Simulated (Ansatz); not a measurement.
Diborane 1,2-di F (B₂H₄F₂). Charge 0, multiplicity 1. Geometry PBE-D4/def2-TZVP; atoms count from 1.

```xyz
8

B     0.856    0.226    0.165
B    -0.860   -0.224   -0.145
F     1.722    0.305   -0.868
F    -1.265   -0.478   -1.408
H     1.198    0.448    1.294
H     0.212   -0.954    0.207
H    -1.616   -0.290    0.785
H    -0.248    0.967   -0.031
```

Another isomer (singlet) lies 0.39 eV lower at PBE0-D4/def2-TZVP; other spin states weren't run for this one.

Question: Estimate the Mulliken populations from the PBE0/def2-TZVP orbitals of Ansatz.

Answer: 
```tsv
atom	charge (e)
B1	0.09
B2	0.09
F3	-0.25
F4	-0.25
H5	0.03
H6	0.14
H7	0.03
H8	0.14
```
Mulliken values depend strongly on the basis.

Question: And the Mayer bond orders between heavy atoms (over 0.3)?

Answer: B1–B2 0.55 (1.80 Å); B1–F3 1.18 (1.35 Å); B2–F4 1.18 (1.35 Å).
